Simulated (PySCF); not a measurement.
Mo(OH)(H)5 (H6MoO), SMILES [OH][MoH5], multiplicity 1. Geometry: PBE-D3(BJ)/def2-TZVP. The spin state was assumed, not searched. The def2 effective core potentials stand for the cores of Mo; spin–orbit coupling is left out.

All values below come from PBE-D3(BJ)/def2-TZVP (PySCF).

Harmonic wavenumbers (cm⁻¹): 377, 451, 486, 620, 684, 783, 785, 840, 855, 880, 919, 1072, 1906, 1912, 1961, 1978, 2037, 3724. Rotational constants (GHz): 42.72, 7.988, 7.987; symmetry number 1.

Work out the zero-point energy and the ideal-gas rigid-rotor harmonic-oscillator thermochemistry at 298.15 K and 1 atm.

ZPE = ½ Σ hcν = ½ × 22271 cm⁻¹ = 31.84 kcal/mol. H − E(el) = 35.17 kcal/mol. Entropy in cal/(mol K): translation 40.21, rotation 22.29, vibration 4.42, total 66.93. G − E(el) = 15.22 kcal/mol. Cp = 17.84 cal/(mol K).
